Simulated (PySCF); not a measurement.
## Radial density of Be²⁺ (beryllium, charge +2)

M06-2X, 1s2, closed-shell 1S. Computed with PySCF 2.14 in aug-cc-pVTZ (5s4p3d2f, 46 functions), with the non-relativistic Hamiltonian (point nucleus).

| r (bohr) | 4πr²ρ (e/bohr) |
| --- | --- |
| 0.00547 | 0.01227 |
| 0.00920 | 0.03380 |
| 0.0155 | 0.09074 |
| 0.0260 | 0.2363 |
| 0.0438 | 0.5804 |
| 0.0736 | 1.299 |
| 0.124 | 2.483 |
| 0.208 | 3.677 |
| 0.350 | 3.601 |
| 0.589 | 1.807 |
| 0.991 | 0.3050 |
| 1.67 | 0.008917 |
| 2.80 | 3.650e-05 |
